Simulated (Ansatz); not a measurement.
Isolated molecules relaxed with PBE0-D4/def2-TZVP in Ansatz; ΔE leaves out vibrations. CCSD(T)/CBS adds triple-zeta CCSD(T) − MP2 to the extrapolated MP2 energy (def2 sets, frozen cores). Double bonds are as drawn, so ΔE can hold a change between cis and trans. DFT in def2-TZVPP. Each species was taken in one conformer, which may not be the lowest.

`N[SiH](O)[SiH2]O` + `C/C=C(\N)O` → `C[SiH](N)[SiH2]O` + `N/C(O)=C\O`  (formal exchange of groups at the Si–O bond)

`N[SiH](O)[SiH2]O`:

Z-matrix (Å, degrees):
```
Si
O 1 1.667
Si 1 2.345 2 97.8
N 1 1.707 2 117.1 3 -119.5
H 1 1.490 2 108.6 3 122.9
H 2 0.959 1 118.7 3 -174.4
O 3 1.654 1 106.8 2 15.1
H 3 1.487 1 113.4 2 135.1
H 3 1.494 1 109.9 2 -105.3
H 4 1.006 1 123.0 2 71.2
H 4 1.006 1 123.0 2 -93.3
H 7 0.962 3 113.0 1 -13.5
```

`C/C=C(\N)O`:

Cartesian coordinates in Å:
```
C -1.164 1.121 0.449
C 0.176 0.520 0.705
C 0.740 -0.448 -0.017
N 0.140 -1.210 -1.020
O 2.032 -0.816 0.208
H -1.126 2.212 0.532
H -1.537 0.895 -0.554
H -1.921 0.779 1.164
H 0.754 0.887 1.545
H 0.647 -1.181 -1.896
H -0.834 -0.993 -1.162
H 2.093 -1.764 0.045
```

`C[SiH](N)[SiH2]O`:

```xyz
14

C     1.095    1.200   -1.052
Si   -0.413    0.175   -0.636
N     0.045   -1.501   -0.821
Si   -0.923    0.226    1.658
O     0.054   -0.960    2.279
H     0.879    2.263   -0.924
H     1.934    0.943   -0.402
H     1.402    1.046   -2.090
H    -1.541    0.601   -1.522
H    -0.681   -2.201   -0.767
H     0.675   -1.735   -1.575
H    -2.357   -0.068    1.951
H    -0.602    1.521    2.321
H     0.432   -1.509    1.581
```

`N/C(O)=C\O`:

Z-matrix (Å, degrees):
```
N
C 1 1.405
H 1 1.014 2 111.4
H 1 1.014 2 111.4 3 -120.3
O 2 1.373 1 115.0 3 60.3
C 2 1.332 1 119.5 3 -119.7
H 5 0.962 2 109.4 1 179.9
O 6 1.357 2 123.1 1 -0.0
H 6 1.083 2 123.4 1 180.0
H 8 0.970 6 105.2 2 -0.0
```

Problem. Is it downhill or uphill in electronic energy at CCSD(T)/CBS, and by how much? (Best estimate.)

Solution. Ansatz gave: Uphill: ΔE = +36.8 kcal/mol.

Problem. What do these levels give: ωB97X-V, B2PLYP, HF/def2-TZVPP, SCS-MP2/def2-TZVPP, CCSD/def2-TZVPP, SCS-MP2/def2-QZVPP? (Best estimate.)

Solution. The calculation gave: ωB97X-V 35.0, B2PLYP 36.8, HF/def2-TZVPP 40.0, SCS-MP2/def2-TZVPP 37.6, CCSD/def2-TZVPP 36.7, SCS-MP2/def2-QZVPP 38.3 kcal/mol.

Largest T1 diagnostic among the species: 0.012.

In def2-TZVPP, CCSD(T) changes the Hartree–Fock value by −4.2 kcal/mol (the triples alone add −0.8 kcal/mol) and MP2 by −2.2 kcal/mol. From PBE to PBE0 (25 % exact exchange), in def2-TZVPP and without D4, ΔE moves by +1.7 kcal/mol.
